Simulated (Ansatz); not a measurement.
Cost and result up the ladder for SnF2 (3 atoms). Total charge 0; singlet. Geometry: PBE-D4/def2-TZVP.

```xyz
3

Sn   -0.3997    0.3886   -0.6662
F    -0.9306   -1.1164    0.4735
F     1.3304    0.7278    0.1927
```

Ansatz on 4 threads of Arm Neoverse V1 on a shared host. Times are rough, and most runs start from the orbitals of an earlier one. ωB97M-V/def2-TZVP serves as the yardstick here, not as an exact answer. Differences are given only for rows in sets of like size (and for xTB, whose basis is part of the method), since another set adds its own error. Binding counts from free atoms at the same level (Sn triplet, F doublet; other spins of the atoms weren't run), without zero-point energy or a counterpoise term.

In the def2 sets Sn takes a core potential; there is no spin–orbit coupling. B3LYP takes the VWN-RPA correlation. Correlated methods freeze 6 core orbitals; core or outer-core shells of Sn are correlated, in sets that lack core-valence functions. The structure comes from a short search, and lower isomers may exist.

Correlated methods converge slowly with the basis.

```tsv
level	functions	wall time	binding energy per atom (eV)	difference from ωB97M-V/def2-TZVP (eV)
PBE-D4/def2-SVP	54	0.35 s	3.56	–
PBE0-D4/def2-SVP	54	0.45 s	3.27	–
MP2/def2-TZVP	112	0.7 s	3.54	0.08
B3LYP-D4/def2-TZVP	112	0.8 s	3.47	0.01
CAM-B3LYP-D4/def2-TZVP	112	0.85 s	3.51	0.05
PBE0-D4/def2-TZVP	112	1 s	3.39	-0.07
PBE0-D4/def2-TZVPD	136	1 s	3.40	-0.06
r2SCAN-D4/def2-TZVP	112	1.3 s	3.49	0.03
RPA@PBE/def2-TZVP	112	1.3 s	3.05	-0.41
B2PLYP/def2-TZVP	112	1.4 s	3.46	0.00
r2SCAN-D4/def2-TZVPD	136	1.7 s	3.50	0.04
ωB97M-V/def2-TZVP	112	2.4 s	3.46	0.00
CCSD(T)/def2-TZVPP	112	2.7 s	3.34	-0.12
CCSD(T)/def2-TZVPD	136	4.2 s	3.40	-0.06
```
